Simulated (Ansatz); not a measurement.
**Nudged elastic band run: Cl₅H₃NTa**

Input file:

```yaml
crystal:
  periodic: [false, false, false]
  atoms:
    - { symbol: Ta, position_ang: [-0.052495, 0.254171, 0.026375] }
    - { symbol: "N", position_ang: [1.928686, 0.010799, 0.220295] }
    - { symbol: H, position_ang: [2.434999, 0.272773, 1.074166] }
    - { symbol: H, position_ang: [2.558186, -0.049542, -0.588488] }
    - { symbol: Cl, position_ang: [0.028216, 0.681737, 2.330612] }
    - { symbol: Cl, position_ang: [0.366525, -0.201962, -2.235356] }
    - { symbol: Cl, position_ang: [-0.966274, 2.322251, -0.441562] }
    - { symbol: Cl, position_ang: [-1.470806, -1.545988, 0.269824] }
    - { symbol: Cl, position_ang: [2.223952, -3.216224, 0.871645] }
    - { symbol: H, position_ang: [2.117812, -1.928414, 0.611987] }
basis:
  gaussian: { orbitals: def2-SVP }
hamiltonian:
  xc: pbe
neb:
  order_check: false
  images: 6
  f_tol: 0.03
  max_iterations: 60
  climbing: false
  final_atoms:
    - { symbol: Ta, position_ang: [-0.01766912, -0.59155421, 0.19654363] }
    - { symbol: "N", position_ang: [2.27256361, 0.03288415, 0.23567207] }
    - { symbol: H, position_ang: [2.46994344, 0.68920156, 1.00479389] }
    - { symbol: H, position_ang: [2.56298789, 0.47884545, -0.64611753] }
    - { symbol: Cl, position_ang: [0.14572955, -0.04025446, 2.48833901] }
    - { symbol: Cl, position_ang: [0.48455418, -0.9701769, -2.07992402] }
    - { symbol: Cl, position_ang: [-0.26811531, 1.70442223, -0.28871141] }
    - { symbol: Cl, position_ang: [-2.23890126, -1.19023031, 0.15467964] }
    - { symbol: Cl, position_ang: [0.88940339, -2.71713233, 0.69761667] }
    - { symbol: H, position_ang: [2.86830464, -0.79640418, 0.37660603] }
  initial_path:
    images:
      - { positions_ang: [[-0.052495, 0.254171, 0.026375], [1.928686, 0.010799, 0.220295], [2.434999, 0.272773, 1.074166], [2.558186, -0.049542, -0.588488], [0.028216, 0.681737, 2.330612], [0.366525, -0.201962, -2.235356], [-0.966274, 2.322251, -0.441562], [-1.470806, -1.545988, 0.269824], [2.223952, -3.216224, 0.871645], [2.117812, -1.928414, 0.611987]] }
      - { positions_ang: [[-0.03420565, 0.18540396, 0.01151022], [2.09776664, -0.00808996, 0.15662744], [2.60501783, 0.04016287, 0.99287256], [2.70454095, 0.0793795, -0.64462346], [0.01795412, 0.52729792, 2.36214268], [0.2705853, -0.176895, -2.30876082], [-1.02259517, 2.28237116, -0.35743557], [-1.41701391, -1.70084757, 0.21360971], [1.82045154, -2.91420485, 1.04971586], [2.12629935, -1.71497703, 0.66383939]] }
      - { positions_ang: [[-0.0159163, 0.11663692, -0.00335457], [2.26684728, -0.02697893, 0.09295988], [2.77503667, -0.19244726, 0.91157911], [2.85089591, 0.20830101, -0.70075893], [0.00769224, 0.37285883, 2.39367337], [0.17464559, -0.151828, -2.38216565], [-1.07891634, 2.24249131, -0.27330913], [-1.36322181, -1.85570714, 0.15739543], [1.41695107, -2.61218569, 1.22778671], [2.13478669, -1.50154006, 0.71569177]] }
      - { positions_ang: [[0.00237305, 0.04786988, -0.01821935], [2.43592792, -0.04586789, 0.02929233], [2.9450555, -0.42505738, 0.83028567], [2.99725086, 0.33722251, -0.75689439], [-0.00256964, 0.21841975, 2.42520405], [0.07870589, -0.126761, -2.45557047], [-1.13523751, 2.20261147, -0.1891827], [-1.30942972, -2.01056671, 0.10118114], [1.01345061, -2.31016654, 1.40585757], [2.14327404, -1.28810309, 0.76754416]] }
      - { positions_ang: [[0.00734818, -0.07294801, 0.00609045], [2.48505329, -0.04271287, 0.03148905], [2.95004756, -0.36556759, 0.82037537], [2.99793685, 0.41270643, -0.76512718], [0.01421801, 0.11527811, 2.44773648], [0.0955672, -0.23650598, -2.4333659], [-1.03550056, 2.11435022, -0.1673469], [-1.41915762, -1.95974419, 0.08473194], [0.82280081, -2.23886773, 1.38099638], [2.25048727, -1.1263874, 0.73391831]] }
      - { positions_ang: [[-0.00099092, -0.24581674, 0.06957485], [2.4142234, -0.01751386, 0.09955006], [2.79001286, -0.01397787, 0.88184821], [2.85295386, 0.43475277, -0.7254573], [0.05805519, 0.06343392, 2.46127066], [0.22522953, -0.48106295, -2.31555194], [-0.77970548, 1.97770756, -0.20780174], [-1.6924055, -1.70323956, 0.10804784], [0.84500167, -2.39828926, 1.15320315], [2.4564264, -1.016393, 0.61481422]] }
      - { positions_ang: [[-0.00933002, -0.41868548, 0.13305924], [2.3433935, 0.00768514, 0.16761107], [2.62997815, 0.33761185, 0.94332105], [2.70797087, 0.45679911, -0.68578741], [0.10189237, 0.01158973, 2.47480483], [0.35489185, -0.72561992, -2.19773798], [-0.52391039, 1.84106489, -0.24825657], [-1.96565338, -1.44673494, 0.13136374], [0.86720253, -2.5577108, 0.92540991], [2.66236552, -0.90639859, 0.49571012]] }
      - { positions_ang: [[-0.01766912, -0.59155421, 0.19654363], [2.27256361, 0.03288415, 0.23567207], [2.46994344, 0.68920156, 1.00479389], [2.56298789, 0.47884545, -0.64611753], [0.14572955, -0.04025446, 2.48833901], [0.48455418, -0.9701769, -2.07992402], [-0.26811531, 1.70442223, -0.28871141], [-2.23890126, -1.19023031, 0.15467964], [0.88940339, -2.71713233, 0.69761667], [2.86830464, -0.79640418, 0.37660603]] }
```

Command:

```bash
$ ansatz run input.yaml --threads 4 --pin off --max-ram 5120MiB --backend cpu --events-out ev --progress --plain --runs-dir out
```

Output, in part (warnings, iteration lines, the closing report on the highest movable image, with atoms numbered from 0):

```
NEB end point (image 0): max|allowed force component| = 3.756e-3 eV/Å (the criterion of neb.relax_end_points is 1.000e-2)
NEB end point (image 7): max|allowed force component| = 7.405e-3 eV/Å (the criterion of neb.relax_end_points is 1.000e-2)
NEB iter   1: max|band force component| = 1.065e1 eV/Å  barrier→ = 4.6457 eV  barrier← = 6.0849 eV  Δτ_max = 0.2000 Å  (288 SCF iters)
NEB iter   2: max|band force component| = 2.582e0 eV/Å  barrier→ = 2.0065 eV  barrier← = 3.4457 eV  Δτ_max = 0.2000 Å  (244 SCF iters)
NEB iter   3: max|band force component| = 2.373e0 eV/Å  barrier→ = 0.6437 eV  barrier← = 2.0829 eV  Δτ_max = 0.1961 Å  (227 SCF iters)
NEB iter   4: max|band force component| = 1.445e0 eV/Å  barrier→ = 0.3441 eV  barrier← = 1.7833 eV  Δτ_max = 0.2000 Å  (214 SCF iters)
NEB iter   5: max|band force component| = 1.168e0 eV/Å  barrier→ = 0.1356 eV  barrier← = 1.5748 eV  Δτ_max = 0.1981 Å  (208 SCF iters)
NEB iter   6: max|band force component| = 5.934e-1 eV/Å  barrier→ = 0.0992 eV  barrier← = 1.5384 eV  Δτ_max = 0.2000 Å  (204 SCF iters)
NEB iter   7: max|band force component| = 3.542e-1 eV/Å  barrier→ = 0.0847 eV  barrier← = 1.5239 eV  Δτ_max = 0.1188 Å  (212 SCF iters)
NEB iter   8: max|band force component| = 2.586e-1 eV/Å  barrier→ = 0.0737 eV  barrier← = 1.5129 eV  Δτ_max = 0.0447 Å  (208 SCF iters)
NEB iter   9: max|band force component| = 2.161e-1 eV/Å  barrier→ = 0.0720 eV  barrier← = 1.5112 eV  Δτ_max = 0.0286 Å  (192 SCF iters)
NEB iter  10: max|band force component| = 9.650e-2 eV/Å  barrier→ = 0.0708 eV  barrier← = 1.5100 eV  Δτ_max = 0.0119 Å  (191 SCF iters)
NEB iter  11: max|band force component| = 9.693e-2 eV/Å  barrier→ = 0.0706 eV  barrier← = 1.5098 eV  Δτ_max = 0.0059 Å  (197 SCF iters)
NEB iter  12: max|band force component| = 4.289e-2 eV/Å  barrier→ = 0.0706 eV  barrier← = 1.5097 eV  Δτ_max = 0.0119 Å  (197 SCF iters)
NEB iter  13: max|band force component| = 2.889e-2 eV/Å  barrier→ = 0.0705 eV  barrier← = 1.5097 eV  Δτ_max = 0.0000 Å  (391 SCF iters)
Total energy: -65664.66496583 eV, -2413.1319283859 hartree
Atom 0 at     0.020730     0.072484     0.067610 Å, force    -0.002059     0.024453    -0.007191 eV/Å
Atom 1 at     2.048592     0.116485     0.206998 Å, force    -0.017816     0.023479    -0.006631 eV/Å
Atom 2 at     2.540256     0.447698     1.045196 Å, force    -0.006676    -0.005708     0.001003 eV/Å
Atom 3 at     2.661343     0.119705    -0.616756 Å, force    -0.006532    -0.006076     0.000749 eV/Å
Atom 4 at     0.143568     0.352542     2.390453 Å, force    -0.005700     0.011828    -0.003092 eV/Å
Atom 5 at     0.474752    -0.548122    -2.145563 Å, force    -0.007290     0.013031    -0.001124 eV/Å
Atom 6 at    -0.843066     2.134294    -0.405114 Å, force    -0.008407     0.026239    -0.005389 eV/Å
Atom 7 at    -1.700577    -1.477119     0.250430 Å, force     0.017084    -0.000591     0.000626 eV/Å
Atom 8 at     1.711929    -2.939325     0.782146 Å, force     0.042872    -0.035658     0.010973 eV/Å
Atom 9 at     2.111274    -1.679041     0.564097 Å, force    -0.005474    -0.050998     0.010076 eV/Å
Dipole moment:     0.447689     0.476438    -0.061274 e Å
```

The forces met the threshold. No image climbed, so the highest image needn't sit at the top of the path. The orbitals stay closed-shell, which can raise the energy where a bond breaks towards radicals; this wasn't checked here.

Final band (atoms are numbered from 1 in the order of the input):

```json
{"image": "0", "path coordinate (Å)": "0.00", "energy (kcal/mol)": "0.0", "Cl9–H10 (Å)": "1.32", "Ta1–Cl9 (Å)": "4.24", "N2–H10 (Å)": "1.99"}
{"image": "1", "path coordinate (Å)": "0.49", "energy (kcal/mol)": "0.5", "Cl9–H10 (Å)": "1.32", "Ta1–Cl9 (Å)": "3.92", "N2–H10 (Å)": "1.94"}
{"image": "2", "path coordinate (Å)": "0.97", "energy (kcal/mol)": "1.6", "Cl9–H10 (Å)": "1.34", "Ta1–Cl9 (Å)": "3.53", "N2–H10 (Å)": "1.83"}
{"image": "3", "path coordinate (Å)": "1.46", "energy (kcal/mol)": "1.1", "Cl9–H10 (Å)": "1.51", "Ta1–Cl9 (Å)": "3.14", "N2–H10 (Å)": "1.38"}
{"image": "4", "path coordinate (Å)": "1.95", "energy (kcal/mol)": "-14.6", "Cl9–H10 (Å)": "1.83", "Ta1–Cl9 (Å)": "2.75", "N2–H10 (Å)": "1.10"}
{"image": "5", "path coordinate (Å)": "2.44", "energy (kcal/mol)": "-27.4", "Cl9–H10 (Å)": "2.18", "Ta1–Cl9 (Å)": "2.46", "N2–H10 (Å)": "1.04"}
{"image": "6", "path coordinate (Å)": "2.92", "energy (kcal/mol)": "-31.9", "Cl9–H10 (Å)": "2.51", "Ta1–Cl9 (Å)": "2.38", "N2–H10 (Å)": "1.03"}
{"image": "7", "path coordinate (Å)": "3.41", "energy (kcal/mol)": "-33.2", "Cl9–H10 (Å)": "2.78", "Ta1–Cl9 (Å)": "2.36", "N2–H10 (Å)": "1.03"}
```

Run time: 3.2 min on 4 threads of Arm Neoverse V2, with other jobs on the host, peak memory 0.26 GiB.
